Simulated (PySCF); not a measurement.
## Antimony: highly charged ions in a basis for the neutral atom

Sb(13+) [Kr] 4d2, Sb(14+) [Kr] 4d1. All numbers are calculated (PySCF 2.14, the spin-free X2C one-electron Hamiltonian (Gaussian nucleus), in x2c-SVPall (6s5p3d, 36 functions)). No spin-orbit coupling, so a gap to NIST mixes the basis error with missing relativistic terms.

Changed run: basis of the neutral atom used for a highly charged ion. This setting is unsound on purpose.

```
species  method  sound run (hartree)  changed run (hartree)  converged
Sb(13+)     UHF              not run            -6418.88683        yes
Sb(13+)  r2SCAN              not run            -6421.01272        yes
Sb(13+)     PBE              not run            -6420.56385        yes
Sb(14+)     UHF              not run            -6408.25818        yes
Sb(14+)  r2SCAN              not run            -6410.33403        yes
Sb(14+)     PBE              not run            -6409.88580        yes
```

Ionisation energy of Sb(13+):

| method | changed run (eV) | NIST (eV) |
| --- | --- | --- |
| UHF | 289.22 | 292 ± 3 |
| r2SCAN | 290.58 | 292 ± 3 |
| PBE | 290.56 | 292 ± 3 |

The contracted functions were made for the neutral atom and can be too rigid for a highly charged ion.
